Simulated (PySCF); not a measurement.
## [GeF3]-: 4 charge schemes on one density

Compound: [GeF3]- (charge -1).
Structure used (PBE0-D3(BJ)/def2-SVP), in Å, numbered top down from 1:
```xyz
4
GeF3 angstrom
Ge    -0.009    0.006    0.707
F      1.547   -0.031   -0.214
F     -0.744    1.347   -0.257
F     -0.794   -1.322   -0.237
```

Density: PBE0/pcSseg-1 (pcSseg-2 on Ge) (PySCF); schemes: Mulliken, IAO, Hirshfeld and ESP-fitted. Geometry: PBE0-D3(BJ)/def2-SVP; no solvent, vibrations or thermal averaging. The calculation is non-relativistic, for germanium too. The pcSseg-1 basis has no diffuse functions, a weakness for an anion.

**Question.** Which atoms carry the highest charge in the Mulliken, IAO, Hirshfeld and ESP-fitted schemes?

**Answer.** All schemes agree: Mulliken Ge1 (+0.525); IAO Ge1 (+0.804); Hirshfeld Ge1 (+0.095); ESP-fitted Ge1 (-0.172).

**Question.** Do the Mulliken, IAO, Hirshfeld and ESP-fitted schemes agree on where the charge is lowest?

**Answer.** All schemes pick atoms of one kind: Mulliken F2, F3 and F4 (-0.508); IAO F2, F3 and F4 (-0.601); Hirshfeld F2, F3 and F4 (-0.365); ESP-fitted F2 (-0.277).

**Question.** At which atom do the 4 schemes differ most?

**Answer.** At Ge1: from -0.172 (ESP-fitted) to +0.804 e (IAO), 0.976 e apart.

**Question.** What partial charge does each atom carry?

**Answer.** In e:

```csv
atom,environment,Mulliken,IAO,Hirshfeld,ESP-fitted
Ge1,germanium bonded to 3 F,+0.525,+0.804,+0.095,-0.172
F2,fluorine bonded to Ge,-0.508,-0.601,-0.365,-0.277
F3,fluorine bonded to Ge,-0.508,-0.601,-0.365,-0.276
F4,fluorine bonded to Ge,-0.508,-0.601,-0.365,-0.276
```

Mean size of the charges over all atoms: IAO 0.652 e, Mulliken 0.513 e, Hirshfeld 0.297 e, ESP-fitted 0.250 e. Each set sums to the total charge, -1, to within 0.001 e. The IAO scheme projects the occupied orbitals on a minimal set of polarised atomic orbitals and counts the electrons in each atom's part of it. The ESP scheme fits charges at the nuclei, held to the total charge, to the electrostatic potential on points at 1.4 to 2.0 times the van der Waals radii.

**Question.** Sum the charges by element, for elements with more than one atom.

**Answer.** 
| element | atoms | Mulliken | IAO | Hirshfeld | ESP-fitted |
| --- | --- | --- | --- | --- | --- |
| F | 3 | -1.525 | -1.804 | -1.095 | -0.828 |

**Question.** How many electrons does the ESP-fitted scheme count on F4?

**Answer.** Z − q = 9 − (-0.276) = 9.276.

These values come from a run that also computed NMR shieldings. On Arm Neoverse V1, one thread, no GPU (shared host), this took 6.9 s wall.
